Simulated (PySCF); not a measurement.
Ge(H)3(SH) (GeH₄S), SMILES [SH][GeH3].

Geometry optimised at PBE0-D3(BJ)/def2-TZVP.

All values below come from TDA-ωB97X/def2-SVPD (PySCF 2.14.0).

Vertical excitations.  State labels are in the subgroup Cs.

Problem. Estimate the UV-visible absorptions. (The exact figures need the calculation; the answer reports its results.)

Solution. 
```tsv
state	symmetry	energy (eV)	λ (nm)	f	main pairs
S1	A"	5.98	207	0.011	HOMO→LUMO 69 %, HOMO→LUMO+5 11 %
S2	A"	6.27	198	0.026	HOMO→LUMO+1 81 %
S3	A"	7.68	162	0.000	HOMO→LUMO+2 42 %, HOMO→LUMO+5 24 %, HOMO→LUMO+3 22 %
S4	A"	7.84	158	0.000	HOMO→LUMO+2 37 %, HOMO→LUMO+6 19 %, HOMO→LUMO+1 12 %, HOMO→LUMO 10 %
S5	A'	7.87	157	0.006	HOMO→LUMO+4 68 %, HOMO−1→LUMO 19 %
S6	A'	8.22	151	0.159	HOMO−1→LUMO+1 74 %
S7	A"	8.41	147	0.001	HOMO→LUMO+3 55 %, HOMO−3→LUMO 13 %, HOMO→LUMO+6 10 %
S8	A'	8.53	145	0.184	HOMO−1→LUMO 25 %, HOMO−2→LUMO 25 %, HOMO→LUMO+7 11 %, HOMO→LUMO+4 11 %
S9	A"	8.60	144	0.020	HOMO→LUMO+6 49 %, HOMO→LUMO+5 30 %
S10	A'	8.67	143	0.230	HOMO→LUMO+7 39 %, HOMO−2→LUMO 37 %
T1	A"	5.57	223	0	HOMO→LUMO 74 %
T2	A"	5.86	212	0	HOMO→LUMO+1 67 %, HOMO→LUMO+6 13 %
T3	A'	7.09	175	0	HOMO−1→LUMO 68 %
T4	A"	7.47	166	0	HOMO→LUMO+2 37 %, HOMO→LUMO+1 23 %, HOMO→LUMO+6 17 %
```
Triplets are in the Tamm–Dancoff approximation.
